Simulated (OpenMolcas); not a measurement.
Rh3+ (d6) in a complex was computed by CASSCF with the d shell active (OpenMolcas, ANO-RCC-VTZP on the metal). Its lowest spin-free states, and all those of the highest spin:

| 2S+1 | Degeneracy | E (cm-1) |
| --- | --- | --- |
| 3 | 1 | 0.0 |
| 3 | 2 | 435.8 |
| 3 | 1 | 959.8 |
| 3 | 2 | 7116 |
| 1 | 1 | 8282 |
| 1 | 1 | 11881 |
| 1 | 2 | 11923 |
| 1 | 1 | 12309 |
| 5 | 1 | 12732 |
| 1 | 1 | 13657 |
| 1 | 2 | 14173 |
| 1 | 1 | 15295 |
| 5 | 2 | 16142 |
| 5 | 1 | 23691 |
| 5 | 1 | 55045 |

Question: Is the site octahedral, tetrahedral or cube-like, axial, or of lower symmetry?

Answer: The states with 2S+1 = 5 have orbital degeneracies 1, 2, 1, 1. There are pairs but no triples, so the site is axial: not cubic, but with a proper or improper axis of order three or more. The run had Rh3+ with 4 ligands (fluoride) in square-planar coordination (D4h) at 1.85 Å. A charge of +0.25 e stands 3.2 Å behind each ligand. Ligand basis ANO-RCC-VDZP.

Spin-orbit coupling mixes the spin-free states strongly: the lowest level takes only 52 % from its leading state, an unlabelled state of the same spin as most of the rest. Without dynamic correlation the repulsion within the d shell is too large (B by tens of per cent), so at a given field states of lower spin stand too high. This shell can be high or low spin here, a state of another spin lies low, and with metal d orbitals alone active their balance is uncertain, so the ground spin may be wrong, although the usual error favours high spin. The least metal-like active orbital is 74 % on the metal (Löwdin) and no ligand orbital is active, so the numbers are rough. With metal d orbitals alone the field can be off either way by tens of per cent. Ligand-to-metal charge-transfer states are missing. With no ligand orbital active B as a rule stays too high, so bands that hang on it stand too high and its fall with covalency is understated. No measured value stands beside these numbers; the geometry was imposed, not optimised, and the real ion may take another.
